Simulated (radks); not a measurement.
Coulomb parameter of the 3d shell of the nickel ion Ni+ in the model configuration [Ar] 3d8 4s1, as a second difference U = [E(n + 0.25) + E(n - 0.25) - 2 E(n)] / (0.25)^2 with all orbitals relaxed. "Bare": the charge of the atom changes with n. "Screened": the 4s shell takes up the change at fixed total charge, which measures U(3d,3d) + U(4s,4s) - 2 U(3d,4s). All-electron calculation, scalar-relativistic Kohn-Sham, PBEsol, spin-unpolarised, spherical densities, point nucleus. Program: a radial shooting solver on a logarithmic mesh with Libxc functionals.

case	configuration	E - E(n) (eV)
start	[Ar] 3d8 4s1	0.000
bare +0.25	[Ar] 3d8.25 4s1	-4.019
bare -0.25	[Ar] 3d7.75 4s1	4.978
screened +0.25	[Ar] 3d8.25 4s0.75	-1.080
screened -0.25	[Ar] 3d7.75 4s1.25	1.314

U(bare) = 15.344 eV, U(screened by 4s) = 3.741 eV, against the Slater integral F0(3d,3d) = 25.796 eV with frozen orbitals.
